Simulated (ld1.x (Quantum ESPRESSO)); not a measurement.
## Br, RRKJ: configuration errors across variants

ld1.x (Quantum ESPRESSO) 7.5 input, shortened:

```
&input
   title='Br', zed=35., rel=1, dft='PZ', iswitch=3,
   config='[Ar] 3d10 4s2 4p4.5'
 /
 &inputp
   pseudotype=2, tm=.false., rho0=0.001, lloc=1,
   nlcc=.false.
 /
3
4S  1  0   2.00   0.00  1.35  1.35  0.0
3D  3  2  10.00   0.00  0.70  0.70  0.0
4P  2  1   4.50   0.00  1.70  1.70  0.0
 &test
   configts(1)='3d10 4s2 4p4.5'
 /
```

All-electron excitation energies from the reference (eV): (1) 3d10 4s2 4p5 -5.150; (2) 3d10 4s2 4p4 7.559; (3) 3d10 4s2 4p3 30.502; (4) 3d10 4s2 4p1 111.073; (5) 3d10 4s2 4p2 64.723; (6) 3d9 4s2 4p5 73.590; (7) 3d10 4s1 4p6 7.268; (8) 3d10 4s2 4p4.5 spin -0.369; (9) 3d10 4s2 4p5 spin -5.301.

Spin tests fill each open shell by Hund’s rule, majority spin first.

1 further variants failed, have other tests or too few solved ones, and are left out.

A true bound ghost makes a file unfit for plane-wave use even where its test errors are small: the radial tests pick states by their node count and pass the ghost by.

Errors AE − PS in meV (a dash: test not solved or not reliable):

```csv
change,(1),(2),(3),(4),(5),(6),(7),(8),(9),bound ghosts
base,+1.4,-0.7,+2.1,+38,+14,-1399,+0.3,+11,+6.0,s
"all radii scaled by about 0.91 (s 1.22, p 1.54, d 0.64 bohr)",+1.4,-0.7,+2.4,+41,+15,-1424,-1.5,+12,+6.0,none
"all radii scaled by about 1.27 (s 1.72, p 2.16, d 0.88 bohr)",+1.8,-0.4,+3.3,-18,+5.5,-902,+5.4,+6.3,+4.3,s
"all radii scaled by about 1.37 (s 1.84, p 2.32, d 0.96 bohr)",+2.1,-0.2,+3.6,-54,-1.6,-561,+6.4,+4.3,+3.8,s
```

(1) Give the same row for: all radii scaled by about 1.09 (s 1.48, p 1.86, d 0.76 bohr).

Results:

(1) +1.5, -0.6, +2.4, +27, +13, -1289, +2.5, +10, +5.5; bound ghosts: s.
